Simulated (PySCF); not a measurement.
Job file and geometry (Å, from PBE0-D3(BJ)/def2-SVP) of an NMR shielding run on W(NH)2Cl2 (SMILES [NH]=[W](=[NH])([Cl])[Cl]), GIAO PBE0/pcSseg-1 W:def2-TZVP NMR shielding, core potentials past Kr, else non-relativistic, gas phase (PySCF 2.14.0, density-fitted response routines); density fitting, a coarse starting grid and PySCF grid level 2 are the driver's defaults:

```
{"job": {"kind": "nmr", "xc": "PBE0", "basis": {"default": "pcSseg-1", "W": "def2-TZVP"}}, "charge": 0, "multiplicity": 1}
W     -0.393690     0.016558    -0.293670
N     -0.444532    -0.046974     1.441802
H     -0.042171    -0.084151     2.374423
N      1.261908     0.004936    -0.814997
H      2.269678    -0.014364    -0.685872
Cl    -1.286174     2.030061    -0.936546
Cl    -1.365019    -1.906068    -1.085150
```

Q: What does the program print?

A: 
```
coarse grid: 36752 points
cycle   1  E = -1097.5957340834  dE = -1.992e+01  |g| = 1.188e+00  |ddm| = 8.378e+00
cycle   2  E = -1094.6286661666  dE =  2.967e+00  |g| = 3.913e+00  |ddm| = 2.827e+00
cycle   3  E = -1097.8658263090  dE = -3.237e+00  |g| = 3.108e-01  |ddm| = 2.278e+00
cycle   4  E = -1097.8878742328  dE = -2.205e-02  |g| = 1.143e-01  |ddm| = 4.090e-01
cycle   5  E = -1097.8905807375  dE = -2.707e-03  |g| = 2.503e-02  |ddm| = 9.312e-02
cycle   6  E = -1097.8907088261  dE = -1.281e-04  |g| = 9.558e-03  |ddm| = 2.818e-02
cycle   7  E = -1097.8907338268  dE = -2.500e-05  |g| = 1.538e-03  |ddm| = 8.974e-03
cycle   8  E = -1097.8907336605  dE =  1.663e-07  |g| = 1.781e-03  |ddm| = 1.900e-03
final grid: 71816 points
cycle   9  E = -1097.8907414326  dE =  4.842e-06  |g| = 4.941e-03  |ddm| = 3.961e-03
cycle  10  E = -1097.8907021131  dE =  3.932e-05  |g| = 1.402e-02  |ddm| = 1.098e-02
cycle  11  E = -1097.8907470139  dE = -4.490e-05  |g| = 1.770e-04  |ddm| = 8.107e-03
cycle  12  E = -1097.8907470221  dE = -8.192e-09  |g| = 2.373e-05  |ddm| = 1.662e-04
cycle  13  E = -1097.8907470221  dE = -4.866e-11  |g| = 1.817e-05  |ddm| = 2.034e-05
converged SCF energy = -1097.8907470221

GIAO shielding tensors (ppm)
atom      isotropic    diamagn.    paramagn.     s11        s22        s33       span
  0 W          nan         nan         nan        nan        nan        nan        nan
  1 N     -135.620     321.041    -456.661   -416.333    -81.843     91.316    507.649
  2 H       22.460      29.989      -7.529     13.447     23.858     30.076     16.629
  3 N     -135.620     321.029    -456.648   -415.965    -81.871     90.978    506.943
  4 H       22.498      30.003      -7.504     13.533     23.866     30.096     16.563
  5 Cl     696.079    1148.422    -452.343    324.064    796.454    967.719    643.655
  6 Cl     695.074    1148.416    -453.342    323.458    795.928    965.834    642.376
```

Q: Turn these shieldings into chemical shifts. Chemical shifts δ = σref − σ; $^{15}$N (σ = 265.67 ppm) against NH3; TMS for $^{1}$H (σ = 31.27 ppm); $^{35}$Cl (σ = 943.27 ppm) vs HCl, all at this level.

A: Averaging equivalent atoms: N 1/3: 401.3; H 2/4: 8.79; Cl 5/6: 248 ppm. No reference was computed at this level for W. Experimental scales use liquid or dissolved standards, which lie at an offset from isolated NH3 (liquid NH3: subtract about 20 ppm). Unscaled 15N shifts of sp2 nitrogen come out 20 to 40 ppm too high even then.

W is described by an effective core potential, so it has no shielding of its own here; spin–orbit effects on the atoms bonded to it, which can be large, are absent, and the values of these neighbours are rough.

Size and cost of the density-fitted run: 132 basis functions, 8.1 s wall time on 1 thread of an Arm Neoverse V2, shared host.
